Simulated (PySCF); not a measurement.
Vertical excitations of a molecule C2H8FNOSi from TDDFT-PBE/def2-SVPD run with PySCF, as energy in eV (oscillator strength): 5.93 (0.019), 6.46 (0.008), 6.64 (0.034), 7.07 (0.010), 7.19 (0.028), 7.50 (0.014), 7.57 (0.009), 7.76 (0.009), 7.81 (0.003), 7.95 (0.001). Lowest triplet (TDA): 5.75 eV. The structure is a stationary point at B3LYP-D3(BJ)/def2-SVP. One conformer was computed; it need not be the lowest.

Q: Which structure fits?
A. NC[Si@@H](O)CF
B. C[C@@H](F)[Si@@H](N)O
C. CO[Si@H](F)CN
D. CC[Si@](N)(O)F

A: D, CC[Si@](N)(O)F
